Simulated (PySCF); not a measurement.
Cl2Zn, SMILES [Cl][Zn-][Cl] (connectivity only; charge and spin as stated), charge -1, multiplicity 2.

The structure is a stationary point at B3LYP-D3(BJ)/def2-SVPD.

All values below come from C-PCM-ωB97X/def2-SVPD (PySCF 2.14.0).

The values are the electrostatic part of the solvation free energy, E(continuum) − E(gas) at the gas-phase geometry, in a cavity of scaled van der Waals radii (PySCF's table); cavitation and dispersion terms are not included. A continuum can't describe solvent molecules that bind to the metal.

Computed values in water (ε = 78.36), dimethylsulfoxide (ε = 46.83), 1-octanol (ε = 9.86):
```csv
solvent,ε,ΔG(elec) (kcal/mol)
water,78.36,-53.5
dimethylsulfoxide,46.83,-53.0
1-octanol,9.86,-48.5
```
